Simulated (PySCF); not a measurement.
Hf(NH2)2(SH)2 (H6HfN2S2), SMILES [NH2][Hf]([NH2])([SH])[SH], multiplicity 1. Atoms are numbered in the order given.

```xyz
11

Hf     0.0000     0.0000     0.1920
N      0.0338    -1.6178     1.3996
H      0.5078    -1.6618     2.3000
H     -0.4572    -2.4972     1.2496
N     -0.0338     1.6178     1.3996
H      0.4572     2.4972     1.2496
H     -0.5078     1.6618     2.3000
S     -2.0111    -0.0736    -1.2341
H     -2.6855     0.8496    -0.5117
S      2.0111     0.0736    -1.2341
H      2.6855    -0.8496    -0.5117
```

Geometry optimised at PBE0-D3(BJ)/def2-SVP. The spin state was assumed, not searched. The def2 effective core potentials stand for the cores of Hf; spin–orbit coupling is left out. Other conformers were not sampled.

Computed with PBE/def2-TZVP in PySCF.

ESP charges are fitted to the potential on shells at 1.4 to 2.0 van der Waals radii. Atomic charges (e):

```json
[
 {"atom": "Hf1", "ESP fit": "1.32", "Löwdin": "[?]"},
 {"atom": "N2", "ESP fit": "-1.22", "Löwdin": "-0.37"},
 {"atom": "H3", "ESP fit": "0.44", "Löwdin": "0.15"},
 {"atom": "H4", "ESP fit": "0.41", "Löwdin": "0.15"},
 {"atom": "N5", "ESP fit": "-1.22", "Löwdin": "-0.37"},
 {"atom": "H6", "ESP fit": "0.41", "Löwdin": "0.15"},
 {"atom": "H7", "ESP fit": "0.44", "Löwdin": "0.15"},
 {"atom": "S8", "ESP fit": "-0.46", "Löwdin": "[?]"},
 {"atom": "H9", "ESP fit": "0.16", "Löwdin": "[?]"},
 {"atom": "S10", "ESP fit": "-0.46", "Löwdin": "[?]"},
 {"atom": "H11", "ESP fit": "0.16", "Löwdin": "[?]"}
]
```

Problem. Some entries are withheld; supply them. (Estimate from the structure and the level; the computed values follow.)

Solution. 
- Hf1, Löwdin: 0.06
- S8, Löwdin: -0.02
- H9, Löwdin: 0.06
- S10, Löwdin: -0.02
- H11, Löwdin: 0.06
